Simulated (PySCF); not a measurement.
## Where the electron goes

Species: CdF₂ (singlet state).
Z-matrix (Å and degrees, PBE0-D3(BJ)/def2-SVP geometry), rows numbered from 1:
```
Cd
F   1  1.9172
F   1  1.9173  2  179.56
```

Computed, not measured: PySCF, TDDFT CAM-B3LYP/def2-SVPD, vertical, gas phase, core orbitals frozen in the response, def2 core potentials past Kr. Spin–orbit coupling is left out.

Kohn–Sham orbitals with the atoms that hold most of them (Löwdin shares over 4%, at most four atoms; ? is withheld):

| orbital | ε (eV) | atoms |
| --- | --- | --- |
| LUMO+2 | 0.15 | Cd1 85%, F2 8%, F3 8% |
| LUMO+1 | 0.15 | Cd1 85%, F2 8%, F3 8% |
| LUMO | ? | ? |
| HOMO | -11.83 | F3 46%, F2 46%, Cd1 8% |
| HOMO-1 | -11.83 | F3 46%, F2 46%, Cd1 8% |
| HOMO-2 | -12.43 | F2 48%, F3 48% |
| HOMO-3 | -12.43 | F2 48%, F3 48% |

**Question.** Which atoms hold the LUMO, and with what shares?

**Answer.** Cd1 (bonded to 2 F) 69%; F3 (bonded to Cd) 16%; F2 (bonded to Cd) 16%. By element: cadmium 69%, fluorine 31%.

**Question.** What is the LUMO energy, and the HOMO–LUMO gap?

**Answer.** ε(LUMO) = -1.62 eV; the gap is 10.21 eV (0.3754 hartree).

Within 0.005 eV of a neighbour in this list lie HOMO-3/HOMO-2, HOMO-1/HOMO and LUMO+1/LUMO+2 (point group found: D∞h).

**Question.** How does S1 compare with the orbital gap of 10.21 eV?

**Answer.** S1 is at 6.13 eV (f = 0.0000), 4.08 eV below the gap, made of HOMO-1/HOMO→LUMO (97%). S1/S2 lie within about 0.01 eV of each other. Without the coupling terms of the response equations the lowest excitation would equal the gap.

For S1 the Löwdin share of cadmium is 8% in HOMO and 69% in LUMO (ligand-to-metal charge transfer by this measure).

Next come S2 at 6.13 eV (f 0.0000), HOMO-1/HOMO→LUMO (97%); S3 at 6.83 eV (f 0.035), HOMO-3/HOMO-2→LUMO (≥89%); S4 at 6.83 eV (f 0.035), HOMO-3/HOMO-2→LUMO (≥89%); S5 at 7.51 eV (f 0.0000), HOMO-4→LUMO (90%).

Orbitals of the list HOMO-3 to LUMO+2 that lie within 0.01 eV of each other are written together with a slash and their weights summed (≥ marks a lower bound); for degenerate orbitals outside that list single weights are arbitrary.

On an x86-64 server with one thread (shared host), this took 12 s of wall time.
